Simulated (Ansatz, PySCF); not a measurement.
Molecule: dialuminium oxide, Al$_{2}$O, net charge 0, singlet state. SMILES: [Al][O][Al]
Geometry: optimised at B3LYP-D3(BJ)/def2-TZVP (Ansatz, a quantum-chemistry and plane-wave program).

Quantity: atomisation energy (electronic, to ground-state atoms), in eV. Cores are frozen in the correlated levels unless marked. Open shells are spin-unrestricted. Spin-orbit coupling is left out. Non-relativistic. The coupled-cluster limit lacks core correlation, which all-electron functionals hold. CBS(X,Y): correlation extrapolated as X^-3; Hartree-Fock from the larger set. [CCSD(T)-MP2]/basis is that difference in the basis named.

```csv
level,program,atomisation energy (eV)
HF/aug-cc-pV(D+d)Z,Ansatz,7.36
HF-D3(BJ)/def2-TZVPD,PySCF + dftd3,8.32
BP86-D3(BJ)/def2-TZVPD,PySCF + dftd3,11.14
TPSS-D3(BJ)/def2-TZVPD,PySCF + dftd3,10.74
M06-L-D4/def2-TZVPD,PySCF + dftd4,10.90
r2SCAN-D3(BJ)/def2-TZVPD,Ansatz + dftd3,10.85
r2SCAN-D4/def2-TZVPD,Ansatz + dftd4,10.85
r2SCAN0-D4/def2-TZVPD,Ansatz + dftd4,10.47
PW6B95-D4/def2-TZVPD,PySCF + dftd4,10.91
PW6B95/def2-TZVPD,PySCF,10.84
MN15/def2-TZVPD,PySCF,11.44
HSE06-D3(BJ)/def2-TZVPD,Ansatz + dftd3,10.66
HSE06/def2-TZVPD,Ansatz,10.58
B2PLYP-D4/def2-TZVPD,Ansatz + dftd4,10.93
"MP2/CBS(aug-cc-pV(T+d)Z,aug-cc-pV(Q+d)Z)",Ansatz,11.62
SCS-MP2/cc-pV(T+d)Z,Ansatz,10.94
CCSD/6-31G,Ansatz,8.98
CCSD/aug-cc-pV(D+d)Z,Ansatz,9.89
CCSD(T)/cc-pwCVTZ,Ansatz,10.69
"RI-MP2/CBS(cc-pV(T+d)Z,cc-pV(Q+d)Z)+[CCSD(T)-MP2]/cc-pV(T+d)Z",Ansatz,11.04
"CCSD(T)/CBS(aug-cc-pV(T+d)Z,aug-cc-pV(Q+d)Z)",Ansatz,11.08
```
